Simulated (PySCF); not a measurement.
# How methods differ on the ionisation energy of Cr(2+)

Cr(2+) [Ar] 3d4 (5D) → Cr(3+) [Ar] 3d3 (4F), as a difference of total energies. All numbers are calculated (PySCF 2.14, the non-relativistic Hamiltonian (point nucleus), in aug-cc-pwCVTZ (10s9p7d4f3g, 127 functions)). Correlated levels: valence and next inner shell: [Ne] frozen. The calculations carry no spin-orbit coupling.

Q: Order these methods by the ionisation energy they give, lowest first.
A. UHF
B. CCSD (valence and next inner shell)
C. CCSD(T) (valence and next inner shell)
D. SCS-MP2 (valence and next inner shell)

A: A (29.872 eV), D (30.848 eV), B (31.054 eV), C (31.101 eV).

A first-order spin-orbit estimate (lowest level to lowest level, LS coupling) adds -0.027 eV.

These non-relativistic numbers lack the scalar-relativistic shift.

Errors of the correlated levels include the incompleteness of this basis and the frozen core.

For comparison: 30.959 ± 0.025 eV (measured; NIST Atomic Spectra Database, ionization energies).
